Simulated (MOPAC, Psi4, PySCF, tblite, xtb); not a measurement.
Dimer H3N ··· HF (SMILES N and F) at R = 3.43 Å between the centres of mass, closest contact 2.66 Å (a random orientation, not optimised). Geometry in Å and degrees:

```
N
H 1 1.0136
H 1 1.0136 2 107.33
H 1 1.0136 2 107.33 3 115.10
F 3 2.6576 1 130.05 2 -175.22
H 5 0.9245 3 113.97 1 139.77
```

- GFN2-xTB (tblite)
- SAPT0/jun-cc-pVDZ, frozen core (Psi4)
- PBE/def2-TZVP, counterpoise-corrected (Psi4)
- PBE-D3(BJ)/def2-TZVP, counterpoise-corrected (Psi4)
- wB97X-V/def2-TZVP, counterpoise-corrected (Psi4)
- HF/aug-cc-pVTZ, counterpoise-corrected (Psi4)
- MP2/aug-cc-pVTZ = DF-MP2/aug-cc-pVTZ, frozen core, counterpoise-corrected (Psi4)
- SCS-MP2/aug-cc-pVTZ = DF-SCS-MP2/aug-cc-pVTZ, frozen core, counterpoise-corrected run with Psi4 1.11
- MP2/aug-cc-pVDZ = DF-MP2/aug-cc-pVDZ, frozen core, counterpoise-corrected (Psi4 1.11)
- CCSD/aug-cc-pVDZ = DF-CCSD/aug-cc-pVDZ, frozen core, counterpoise-corrected run with Psi4 1.11
- CCSD(T)/aug-cc-pVDZ = DF-CCSD(T)/aug-cc-pVDZ, frozen core, counterpoise-corrected in Psi4 1.11
- PM6, restricted, heats of formation (MOPAC)
- AM1, restricted, heats of formation (MOPAC)
- GFN1-xTB (xtb)
- RKS-B3LYP/6-31G* = restricted B3LYP/6-31G*, spherical d, no counterpoise correction in PySCF
- RHF/6-31G* = PySCF with restricted Hartree-Fock/6-31G*, spherical d, no counterpoise correction
- RKS-B3LYP/LANL2DZ = restricted B3LYP/LANL2DZ, no counterpoise correction in PySCF 2.14.0
- RKS-B3LYP/3-21G = PySCF with restricted B3LYP/3-21G, no counterpoise correction

Task: What interaction energy does each level give?

Result: 
```
method                E_int / kcal/mol
--------------------  ----------------
RKS-B3LYP/3-21G                  -2.52
RKS-B3LYP/6-31G*                 -1.51
RKS-B3LYP/LANL2DZ                -0.76
RHF/6-31G*                       -0.76
PBE-D3(BJ)/def2-TZVP             -0.68
wB97X-V/def2-TZVP                -0.56
AM1                              -0.47
MP2/aug-cc-pVTZ                  -0.47
PBE/def2-TZVP                    -0.47
CCSD(T)/aug-cc-pVDZ              -0.43
MP2/aug-cc-pVDZ                  -0.40
CCSD/aug-cc-pVDZ                 -0.38
SCS-MP2/aug-cc-pVTZ              -0.36
GFN1-xTB                         -0.35
SAPT0/jun-cc-pVDZ                -0.24
GFN2-xTB                         -0.08
HF/aug-cc-pVTZ                   -0.03
PM6                               0.19
```
